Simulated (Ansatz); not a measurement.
Ansatz (a program for electronic structure) input (B3LYP-D3(BJ)/def2-TZVP):

Ansatz 0.2 input:
```yaml
crystal:
  periodic: [false, false, false]
  atoms:
    - {symbol: Nb, position_ang: [0.23377099, -0.07053266, 0.29820015]}
    - {symbol: O, position_ang: [1.81205364, -0.68853535, -0.16210776]}
    - {symbol: O, position_ang: [-0.49777101, -1.04272266, 1.56488074]}
    - {symbol: Cl, position_ang: [-1.18228658, 0.98481784, -1.37931706]}
basis:
  gaussian:
    orbitals: def2-TZVP
hamiltonian:
  xc: b3lyp
  dispersion: d3bj
total_charge: -1
magnetization: {spin_polarized: true, initial_magnetization: 1}
phonons: {temperatures: {t_min: 298.15, t_max: 298.15, t_step: 100}}
```

Output:

```
Functional definition: B3LYP
integrals: 0.06 GiB planned
936 factors; their error is unknown
mean field: 0.69 GiB planned
mean field evaluation 1: about -18168.0687 eV, gradient 4.8e1 eV
mean field evaluation 2: about -17935.7758 eV, gradient 2.3e2 eV
mean field evaluation 4: about -18176.4337 eV, gradient 6.2e0 eV
mean field evaluation 8: about -18176.6117 eV, gradient 7.2e-2 eV
mean field evaluation 16: about -18176.6679 eV, gradient 5.2e-4 eV
mean field -18176.66787582 eV, -667.9802238485 hartree, gradient 2.9e-5 eV, S^2 0.753786; 2 other end points of the search recorded, 0 dependent functions left out
the calculation of the forces begins
reference -18176.66813942 eV, -667.9802335356 hartree; 24, 23 occupied and 115, 116 virtual orbitals, 936 factors
these checks for a lower state are left out or cut short: stability, starts, cluster_reference, orbital_swaps, neighbouring_geometries, increment
integrals: 0.06 GiB planned
936 factors; their error is unknown
mean field: 0.69 GiB planned
mean field evaluation 32: about -18176.6678 eV, gradient 3.9e-4 eV
mean field -18176.66781650 eV, -667.9802216685 hartree, gradient 7.7e-7 eV, S^2 0.753772; 0 other end points of the search recorded, 0 dependent functions left out
the calculation of the forces begins
reference -18176.66808010 eV, -667.9802313555 hartree; 24, 23 occupied and 115, 116 virtual orbitals, 936 factors
these checks for a lower state are left out or cut short: stability, starts, cluster_reference, orbital_swaps, neighbouring_geometries, increment
integrals: 0.06 GiB planned
936 factors; their error is unknown
mean field: 0.70 GiB planned
mean field -18176.66779866 eV, -667.9802210130 hartree, gradient 8.3e-7 eV, S^2 0.753801; 0 other end points of the search recorded, 0 dependent functions left out
the calculation of the forces begins
reference -18176.66806227 eV, -667.9802307001 hartree; 24, 23 occupied and 115, 116 virtual orbitals, 936 factors
these checks for a lower state are left out or cut short: stability, starts, cluster_reference, orbital_swaps, neighbouring_geometries, increment
integrals: 0.06 GiB planned
936 factors; their error is unknown
mean field: 0.69 GiB planned
mean field -18176.66774744 eV, -667.9802191306 hartree, gradient 1.0e-6 eV, S^2 0.753774; 0 other end points of the search recorded, 0 dependent functions left out
the calculation of the forces begins
reference -18176.66801103 eV, -667.9802288171 hartree; 24, 23 occupied and 115, 116 virtual orbitals, 936 factors
these checks for a lower state are left out or cut short: stability, starts, cluster_reference, orbital_swaps, neighbouring_geometries, increment
integrals: 0.06 GiB planned
936 factors; their error is unknown
mean field: 0.69 GiB planned
mean field -18176.66774372 eV, -667.9802189939 hartree, gradient 1.0e-6 eV, S^2 0.753799; 0 other end points of the search recorded, 0 dependent functions left out
the calculation of the forces begins
reference -18176.66800733 eV, -667.9802286814 hartree; 24, 23 occupied and 115, 116 virtual orbitals, 936 factors
these checks for a lower state are left out or cut short: stability, starts, cluster_reference, orbital_swaps, neighbouring_geometries, increment
integrals: 0.06 GiB planned
936 factors; their error is unknown
mean field: 0.70 GiB planned
mean field evaluation 64: about -18176.6678 eV, gradient 1.1e-6 eV
mean field -18176.66781263 eV, -667.9802215263 hartree, gradient 1.1e-6 eV, S^2 0.753807; 0 other end points of the search recorded, 0 dependent functions left out
the calculation of the forces begins
reference -18176.66807631 eV, -667.9802312161 hartree; 24, 23 occupied and 115, 116 virtual orbitals, 936 factors
these checks for a lower state are left out or cut short: stability, starts, cluster_reference, orbital_swaps, neighbouring_geometries, increment
integrals: 0.06 GiB planned
936 factors; their error is unknown
mean field: 0.70 GiB planned
mean field -18176.66773146 eV, -667.9802185432 hartree, gradient 9.3e-7 eV, S^2 0.753766; 0 other end points of the search recorded, 0 dependent functions left out
the calculation of the forces begins
reference -18176.66799498 eV, -667.9802282275 hartree; 24, 23 occupied and 115, 116 virtual orbitals, 936 factors
these checks for a lower state are left out or cut short: stability, starts, cluster_reference, orbital_swaps, neighbouring_geometries, increment
integrals: 0.06 GiB planned
936 factors; their error is unknown
mean field: 0.69 GiB planned
mean field -18176.66784111 eV, -667.9802225728 hartree, gradient 1.1e-6 eV, S^2 0.753779; 0 other end points of the search recorded, 0 dependent functions left out
the calculation of the forces begins
reference -18176.66810470 eV, -667.9802322595 hartree; 24, 23 occupied and 115, 116 virtual orbitals, 936 factors
these checks for a lower state are left out or cut short: stability, starts, cluster_reference, orbital_swaps, neighbouring_geometries, increment
integrals: 0.06 GiB planned
936 factors; their error is unknown
mean field: 0.69 GiB planned
mean field -18176.66786709 eV, -667.9802235274 hartree, gradient 2.1e-6 eV, S^2 0.753794; 0 other end points of the search recorded, 0 dependent functions left out
the calculation of the forces begins
reference -18176.66813070 eV, -667.9802332149 hartree; 24, 23 occupied and 115, 116 virtual orbitals, 936 factors
these checks for a lower state are left out or cut short: stability, starts, cluster_reference, orbital_swaps, neighbouring_geometries, increment
integrals: 0.06 GiB planned
936 factors; their error is unknown
mean field: 0.69 GiB planned
mean field -18176.66786223 eV, -667.9802233489 hartree, gradient 3.0e-6 eV, S^2 0.753781; 0 other end points of the search recorded, 0 dependent functions left out
the calculation of the forces begins
reference -18176.66812580 eV, -667.9802330350 hartree; 24, 23 occupied and 115, 116 virtual orbitals, 936 factors
these checks for a lower state are left out or cut short: stability, starts, cluster_reference, orbital_swaps, neighbouring_geometries, increment
integrals: 0.06 GiB planned
936 factors; their error is unknown
mean field: 0.70 GiB planned
mean field -18176.66786155 eV, -667.9802233240 hartree, gradient 1.6e-6 eV, S^2 0.753792; 0 other end points of the search recorded, 0 dependent functions left out
the calculation of the forces begins
reference -18176.66812518 eV, -667.9802330122 hartree; 24, 23 occupied and 115, 116 virtual orbitals, 936 factors
these checks for a lower state are left out or cut short: stability, starts, cluster_reference, orbital_swaps, neighbouring_geometries, increment
integrals: 0.06 GiB planned
936 factors; their error is unknown
mean field: 0.70 GiB planned
mean field evaluation 96: about -18176.6118 eV, gradient 1.6e-1 eV
mean field -18176.66779338 eV, -667.9802208187 hartree, gradient 1.6e-6 eV, S^2 0.753784; 0 other end points of the search recorded, 0 dependent functions left out
the calculation of the forces begins
reference -18176.66805694 eV, -667.9802305044 hartree; 24, 23 occupied and 115, 116 virtual orbitals, 936 factors
these checks for a lower state are left out or cut short: stability, starts, cluster_reference, orbital_swaps, neighbouring_geometries, increment
integrals: 0.06 GiB planned
936 factors; their error is unknown
mean field: 0.70 GiB planned
mean field -18176.66790847 eV, -667.9802250482 hartree, gradient 2.0e-6 eV, S^2 0.753789; 0 other end points of the search recorded, 0 dependent functions left out
the calculation of the forces begins
reference -18176.66817211 eV, -667.9802347368 hartree; 24, 23 occupied and 115, 116 virtual orbitals, 936 factors
these checks for a lower state are left out or cut short: stability, starts, cluster_reference, orbital_swaps, neighbouring_geometries, increment
integrals: 0.06 GiB planned
936 factors; their error is unknown
mean field: 0.70 GiB planned
mean field -18176.66784603 eV, -667.9802227536 hartree, gradient 1.6e-6 eV, S^2 0.753785; 0 other end points of the search recorded, 0 dependent functions left out
the calculation of the forces begins
reference -18176.66810961 eV, -667.9802324401 hartree; 24, 23 occupied and 115, 116 virtual orbitals, 936 factors
these checks for a lower state are left out or cut short: stability, starts, cluster_reference, orbital_swaps, neighbouring_geometries, increment
integrals: 0.06 GiB planned
936 factors; their error is unknown
mean field: 0.69 GiB planned
mean field -18176.66789811 eV, -667.9802246677 hartree, gradient 1.4e-6 eV, S^2 0.753788; 0 other end points of the search recorded, 0 dependent functions left out
the calculation of the forces begins
reference -18176.66816173 eV, -667.9802343554 hartree; 24, 23 occupied and 115, 116 virtual orbitals, 936 factors
Total energy: -18176.84755164 eV, -667.9868268130 hartree
Atom 0 at     0.233771    -0.070533     0.298200 Å, force     0.000015     0.000073     0.000035 eV/Å
Atom 1 at     1.812054    -0.688535    -0.162108 Å, force     0.000261     0.000045    -0.000268 eV/Å
Atom 2 at    -0.497771    -1.042723     1.564881 Å, force    -0.000331    -0.000045     0.000175 eV/Å
Atom 3 at    -1.182287     0.984818    -1.379317 Å, force     0.000054    -0.000072     0.000057 eV/Å
Dipole moment:    -0.206585     0.395970    -0.195096 e Å
Vibrations: 91.00 143.83 264.51 362.03 892.75 936.55 cm⁻¹, zero-point energy 0.166800 eV
```

The spin state was set by rule; other spins were not relaxed.
